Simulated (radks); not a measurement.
Removal energies from the cerium ion Ce+, [Xe] 4f2 6s1, by Delta-SCF beside the eigenvalue of the level emptied. Calculated with a radial shooting solver on a logarithmic mesh with Libxc functionals: scalar-relativistic Kohn-Sham, LDA (Slater exchange, Perdew-Wang correlation), spin-polarised, spherical densities, finite nucleus; Fermi nuclear charge, rms radius of each element as measured or else 0.836 A^(1/3) + 0.57 fm. Open shells are filled with parallel spins first.

| removed from | final configuration | Delta-SCF (eV) | -eigenvalue (eV) |
|---|---|---|---|
| 6s | [Xe] 4f2 | 10.866 | 8.496 |
| 4f | [Xe] 4f1 6s1 | 13.884 | 6.959 |
| 5p | [Kr] 4d10 4f2 5s2 5p5 6s1 | 31.151 | 26.140 |
| 5s | [Kr] 4d10 4f2 5s1 5p6 6s1 | 48.385 | 42.854 |
